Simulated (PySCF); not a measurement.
**Structure elucidation problem**

Molecular formula: C7H3F3. Simulated spectra:

¹H NMR (400 MHz, computed): δ 6.05 (s, 2H), 5.99 (s, 1H).

¹³C{¹H} NMR (computed): δ 197.9 (C), 179.9 (C), 124.9 (C), 112.6 (CH2), 94.2 (CH), 91.1 (C), 88.7 (C).

Computational details: shielding tensors at PBE0/pcSseg-1 (GIAO), structure optimised with GFN2-xTB, in PySCF 2.14 (no solvent, one averaged value for each set of equivalent atoms, a single conformation, non-relativistic Hamiltonian).

Chemical shifts δ = σref − σ; ¹H, ¹³C vs TMS, all at this level.

Task: Which of these isomers gave the spectra?
A. C#CC#CCC(F)=C(F)F
B. C=C=C=CC#CC(F)(F)F
C. C#C/C=C(/F)C#CC(F)F

Result: B. 

- Rings plus π bonds: 5 (no ring in the answer).
- 7 carbon signals for 7 carbons: no two carbons are equivalent.
- Carbon types of the structure: 5 × C, 1 × CH, 1 × CH2, which accounts for all hydrogens.
- δC 197.9, 179.9: central carbon of an allene.
- δC 124.9: CF3 carbon; 3 electronegative neighbours deshield it.
- δC 112.6, 94.2: terminal carbon of a cumulated C=C=C unit.
- δC 91.1, 88.7: alkyne carbon; the triple bond shields along its axis, which puts it between sp3 and sp2 carbons.
- δH 6.05, 5.99: hydrogen on a terminal carbon of a cumulated C=C=C unit; olefinic region.

The others: C#CC#CCC(F)=C(F)F has carbons computed at 167.3, 135.5, 75.6, 75.6, 73.7, 73.4, 22.1; C#C/C=C(/F)C#CC(F)F would give 3 signals for carbon-bound and other non-exchanging H, not 2.

Splittings by ¹⁹F in the carbon and heteronuclear signals aren't shown, as no couplings were computed. Shifts are as computed. Against solution values, carbons near 30 ppm lie about +3 ppm off and those near 130 ppm about +5 ppm. Of 1211 compounds with measured shifts, 218 miss one by over three times the rms of a fit or turn the order of signals round; such compounds aren't used in these exercises. Multiplicities follow the n + 1 count of equivalent neighbours, as no J values were calculated; m marks all less simple cases, F and P coupling included.
